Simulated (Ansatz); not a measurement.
Two isomers of C2H8OSi2: A = `C1C[SiH2][SiH2]O1`, B = `O/C=C/[SiH2][SiH3]`.

Computed with Ansatz on PBE0-D4/def2-TZVP structures; ΔE is electronic, products minus reactants. CCSD(T)/CBS adds triple-zeta CCSD(T) − MP2 to the extrapolated MP2 energy (def2 sets, frozen cores). DFT in def2-TZVPP. B3LYP here is the variant with VWN-RPA as its local correlation; programs differ in this. Each species was taken in one conformer, which may not be the lowest.

A:

Z-matrix (Å, degrees):
```
C
O 1 1.420
C 1 1.531 2 112.1
H 1 1.098 2 109.7 3 122.4
H 1 1.093 2 106.7 3 -121.7
Si 2 1.663 1 118.2 3 -45.4
Si 3 1.899 1 108.5 2 45.4
H 3 1.093 1 110.5 2 169.6
H 3 1.095 1 109.5 2 -72.2
H 6 1.485 2 108.4 1 143.0
H 6 1.490 2 111.4 1 -98.0
H 7 1.489 3 112.1 1 91.1
H 7 1.486 3 112.6 1 -145.7
```

B:

```xyz
13

O     2.0037    1.2626   -2.1550
C     1.5170    0.9170   -0.9426
C     0.2125    0.8515   -0.6836
Si   -0.4262    0.3364    0.9688
Si   -1.6660   -1.6466    0.8236
H     2.9633    1.2605   -2.1346
H     2.2652    0.6933   -0.1834
H    -0.4723    1.0887   -1.4948
H     0.7367    0.1241    1.8788
H    -1.2993    1.3852    1.5708
H    -2.7771   -1.4905   -0.1563
H    -0.8004   -2.7689    0.3675
H    -2.2569   -2.0133    2.1407
```

Q: Which is lower in electronic energy at CCSD(T)/CBS, and by how much? (Best estimate.)

A: Computed: A, by 150.7 kJ/mol.

Q: Give E(B) − E(A) in kJ/mol with PBE0-D4, MP2/def2-TZVPP, HF/def2-TZVPP, CCSD(T)/def2-TZVPP, B2PLYP, CCSD/def2-TZVPP, B3LYP-D4. (An estimate is asked.)

A: Computed: PBE0-D4 150.7, MP2/def2-TZVPP 157.9, HF/def2-TZVPP 139.0, CCSD(T)/def2-TZVPP 148.3, B2PLYP 142.0, CCSD/def2-TZVPP 150.3, B3LYP-D4 139.0. None reverses the order clearly.

Largest T1 diagnostic: 0.013.

In def2-TZVPP, CCSD(T) changes the Hartree–Fock value by +9.4 kJ/mol (the triples alone add −1.9 kJ/mol) and MP2 by +19.0 kJ/mol. The D4 term adds +7.9 kJ/mol with B3LYP and +3.8 kJ/mol with PBE0; it sums over pairs of atoms, weighted by their polarisabilities, and B3LYP, whose exchange is more repulsive, gets the larger term.
